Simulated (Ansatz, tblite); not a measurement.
Removing and adding an electron: TiCl₃. Charge 0, multiplicity 2. Geometry: r2SCAN-D4/def2-SVP. Ansatz, gas phase; energy differences of separate SCF runs; the oxidised species is a singlet (the triplet lies 2.19 eV higher at PBE0-D4/def2-TZVP); the reduced species is a triplet (the singlet lies 0.46 eV higher at PBE0-D4/def2-TZVPD).

```xyz
4

Ti   -0.002    0.004   -0.007
Cl   -1.433    1.222    1.114
Cl    2.100    0.602   -0.107
Cl   -0.666   -1.828   -1.000
```

The xTB rows come from tblite. No other spin state of charge 0 was run.

```csv
level,−HOMO (eV),vertical IE (eV),−LUMO (eV),vertical EA (eV),HOMO–LUMO gap (eV),IE − EA (eV),remarks
GFN1-xTB,–,13.74,–,7.69,–,6.05,–
GFN2-xTB,–,12.94,–,6.50,–,6.44,–
PBE-D4/def2-TZVP,5.50,8.55,4.39,–,1.11,–,–
PBE-D4/def2-TZVPD,5.53,–,4.43,1.41,1.10,–,HOMO above zero (-1 triplet)
r2SCAN-D4/def2-TZVP,6.13,8.92,4.26,–,1.87,–,–
r2SCAN-D4/def2-TZVPD,6.14,–,4.28,1.51,1.87,–,HOMO above zero (-1 triplet)
PBE0-D4/def2-TZVP,7.70,9.29,3.26,–,4.44,–,–
PBE0-D4/def2-TZVPD,7.71,–,3.28,1.71,4.43,–,–
```

Relaxing the oxidised species (r2SCAN-D4/def2-SVP) changes its energy by -0.21 eV at PBE-D4/def2-TZVP, so the adiabatic ionisation energy to this nearest minimum is 8.34 eV. At PBE0-D4/def2-TZVP it is 9.01 eV.     A HOMO above zero means that the electron is unbound at that level or that self-interaction error raises the level; the energy of removing that electron tells which. HOMO and LUMO are the levels of the spin that leaves or enters (xTB has no such levels and no spin-polarisation term). Other spin states of the ions may lie lower, which would lower the ionisation energy or raise the affinity. Raw xTB energy differences between charge states are shifted by several eV; the methods need an empirical correction for them.
